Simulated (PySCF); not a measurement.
A calculated (LDA, PySCF 2.14, aug-cc-pVDZ, no relativity, point nucleus) atom or ion has these occupied shells.

| shell | electrons | orbital energy (eV) | rms radius, mean of both spins (bohr) |
| --- | --- | --- | --- |
| 1s α | 1 | -8132.8 | 0.0635 |
| 1s β | 1 | -8132.7 | 0.0635 |
| 2s α | 1 | -990.09 | 0.270 |
| 2s β | 1 | -988.07 | 0.270 |
| 2p α | 3 | -868.95 | 0.240 |
| 2p β | 3 | -867.39 | 0.240 |
| 3s α | 1 | -136.34 | 0.803 |
| 3s β | 1 | -132.64 | 0.803 |
| 3p α | 3 | -99.223 | 0.842 |
| 3p β | 3 | -95.574 | 0.842 |
| 3d α | 5 | -37.212 | 1.03 |
| 3d β | 2 | -33.976 | 1.03 |
| 4s α | 1 | -24.703 | 2.43 |

Name the element and its charge.

Ni²⁺ (nickel, charge +2), in [Ar] 3d7 4s1, high-spin 5F determinant (an excited configuration).
